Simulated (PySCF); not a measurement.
C2H3BrF2. Atoms are numbered in the order given.

```xyz
8

F     -1.7913    -0.4839     0.7237
C     -1.3770     0.4709    -0.1274
F     -2.1503     1.5644     0.0628
C      0.0528     0.8598     0.1628
Br     1.2700    -0.5903    -0.1967
H     -1.5203     0.1098    -1.1608
H      0.1463     1.1348     1.2216
H      0.3427     1.7083    -0.4685
```
Charge 0, spin multiplicity 1.

Geometry optimised at PBE0-D3(BJ)/def2-SVP. The values are those of a single conformer.

Level of theory: PBE0/pcSseg-1 (PySCF).

GIAO shieldings, no solvent; atoms listed in one row are averaged. δ = σ(ref) − σ: ¹⁹F against CFCl3 (σ = 167.2 ppm); ¹³C against TMS (σ = 186.3 ppm); ¹H against TMS (σ = 31.56 ppm), references at their B3LYP-D3(BJ)/def2-TZVP geometries, non-relativistic (without spin–orbit terms, shifts of atoms bonded to Cl or Br come out too high).

Computed chemical shifts:
| nucleus | atoms | count | δ (ppm) |
|---|---|---|---|
| ¹⁹F | F3 | 1 | -134.9 |
| ¹⁹F | F1 | 1 | -144.8 |
| ¹³C | C2 | 1 | 120.0 |
| ¹³C | C4 | 1 | 42.5 |
| ¹H | H6 | 1 | 5.99 |
| ¹H | H7 | 1 | 3.65 |
| ¹H | H8 | 1 | 3.45 |
